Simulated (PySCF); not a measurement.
C₅H₅Cl, SMILES C(#C)/C(=C/Cl)C.

Geometry optimised at PBE0-D3(BJ)/def2-SVP. The structure was generated by enumeration; whether it is a known compound was not checked.

Level of theory: PySCF with PBE0-D3(BJ)/def2-SVP.

Frequencies are harmonic and unscaled.

Computed harmonic wavenumbers and intensities:
```csv
mode,ν (cm⁻¹),IR (km/mol),moving atoms (share of kinetic energy)
1,115,0.4,H 95 %
2,153,0.4,"C 71 %, H 17 %, Cl 12 %"
3,162,0.3,"C 68 %, H 19 %, Cl 13 %"
4,253,2.2,"C 50 %, Cl 28 %, H 21 %"
5,367,7.9,"C 75 %, H 22 %"
6,435,2.1,"C 59 %, Cl 32 %, H 9 %"
7,539,9.2,"C 83 %, H 15 %"
8,551,1.2,"C 72 %, H 28 %"
9,669,41.0,"H 76 %, C 24 %"
10,712,36.7,"H 76 %, C 24 %"
11,805,8.5,"C 81 %, H 16 %"
12,852,27.2,"H 68 %, C 32 %"
13,887,52.0,"C 71 %, H 16 %, Cl 13 %"
14,1019,34.5,"H 61 %, C 38 %"
15,1045,0.1,"H 65 %, C 35 %"
16,1210,10.3,"H 53 %, C 47 %"
17,1326,1.9,"H 61 %, C 39 %"
18,1396,8.2,"H 62 %, C 38 %"
19,1448,4.4,H 95 %
20,1453,9.8,H 97 %
21,1689,25.7,C 95 %
22,2229,5.1,"C 91 %, H 9 %"
23,3065,8.7,H 97 %
24,3149,4.0,"H 91 %, C 9 %"
25,3194,1.6,"H 91 %, C 9 %"
26,3246,6.1,"H 91 %, C 9 %"
27,3489,98.6,"H 86 %, C 14 %"
```
